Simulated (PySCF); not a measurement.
## Simulated characterisation data

[PySCF: shieldings: GIAO PBE0/pcSseg-1; GFN2-xTB geometry; equivalent nuclei averaged; relativity neglected; one computed conformer; in vacuum]

References, each an isolated molecule treated in the same way: TMS for 1H (σ = 31.72 ppm) and 13C (σ = 186.93 ppm). Splittings of carbon signals by F and P are missing where no couplings were computed. Where no couplings were computed, multiplicities follow the n + 1 count of equivalent neighbours, and m marks all less simple cases (inequivalent or close neighbours, rings, F or P nearby). Shifts are as computed. Against solution values, carbons near 30 ppm lie about +3 ppm off and those near 130 ppm about +5 ppm. Of 1211 compounds with measured shifts, 218 miss one by over three times the rms of a fit or turn the order of signals round; such compounds aren't used in these exercises. OH and NH positions are gas-phase values without hydrogen bonding to other molecules.

Compound 1 (C4H10NP). 1H NMR (600 MHz, computed): δ 6.39 (m, 1H), 5.96 (m, 1H), 5.74 (m, 1H), 1.37 (m, 6H), 0.07 (br s, 1H). 13C{1H} NMR (computed): δ 150.2, 129.9, 19.8. Structure: `N=P(C=C)(C)C`.

Compound 2 (C3H12Si4). 1H NMR (600 MHz, computed): δ 6.68 (m, 1H), 6.65 (m, 1H), 6.15 (m, 1H), 5.01 (m, 1H), 4.84 (m, 1H), 4.15 (m, 1H), 4.11 (m, 1H), 4.08 (m, 1H), 3.99 (m, 1H), 0.33 (d, 3H). 13C{1H} NMR (computed): δ 146.1, 140.5, -6.6. Structure: SMILES C=C[Si@@H]1[SiH2][SiH2][Si@@H]1C.
